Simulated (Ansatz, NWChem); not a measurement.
**Heat of formation of BHOF2 (SMILES OB(F)F) from total energies**

BHOF2 has 5 atoms, charge 0, and is taken as a singlet. As SMILES, `OB(F)F`. The coordinates come from a PBE0-D4/def2-TZVP relaxation.

| atom | x (Å) | y (Å) | z (Å) |
| --- | --- | --- | --- |
| O | 0.0386 | 1.0008 | 0.1743 |
| B | 0.1058 | -0.3425 | 0.1372 |
| F | 0.7310 | -0.9869 | 1.1007 |
| F | -0.4395 | -1.0519 | -0.8433 |
| H | -0.4359 | 1.3805 | -0.5689 |

Total energies at wB97X/def2-TZVP (NWChem 7.3.0); the atoms run unrestricted:

```
species    state  energy (Eh)
  BHOF2  singlet  -300.605926
      O  triplet   -75.076883
      B  doublet   -24.651539
      F  doublet   -99.747172
      H  doublet    -0.501393
```

Harmonic wavenumbers at PBE0-D4/def2-TZVP, in cm⁻¹: 443, 478, 542, 687, 893, 1005, 1451, 1509, 3902.

Measured heats of formation of the gaseous atoms at 298.15 K, in kJ/mol: O 249.2, B 570.3, F 79.4, H 218.0. Spin-orbit lowering of the atoms at 298 K (mean of the ground term's levels less their thermal mean, from spectra), in kJ/mol: O 0.40, B 0.00, F 1.29. Take 1 Eh = 2625.50 kJ/mol, 1 cm⁻¹ = 0.0119627 kJ/mol, RT = 2.479 kJ/mol.

Problem. What heat of formation follows?

Solution. 
1. Electronic atomisation energy: (-75.076883) + (-24.651539) + 2 × (-99.747172) + (-0.501393) − (-300.605926) = 0.881767 Eh = 2315.1 kJ/mol.
2. Zero-point energy: half the sum of the wavenumbers, 5455 cm⁻¹ = 65.3 kJ/mol.
3. Thermal vibrational enthalpy, Σ hcν̃/(exp(hcν̃/kT) − 1): 2.4 kJ/mol. Translation, rotation and pV of a non-linear molecule: 4 RT = 9.9 kJ/mol.
4. The 5 free atoms carry 5/2 RT each: 31.0 kJ/mol.
5. Spin-orbit coupling lowers the free atoms by 0.40 + 0.00 + 2 × 1.29 = 3.0 kJ/mol.
6. Atomisation enthalpy at 298 K: 2315.1 − 3.0 − 65.3 − 2.4 − 9.9 + 31.0 = 2265.5 kJ/mol.
7. Sum of the atoms' heats of formation: 1196.3 kJ/mol. Heat of formation: 1196.3 − 2265.5 = -1069.2 kJ/mol.

No measured value is set beside it here. Anharmonicity and any spin-orbit splitting of the molecule are left out.
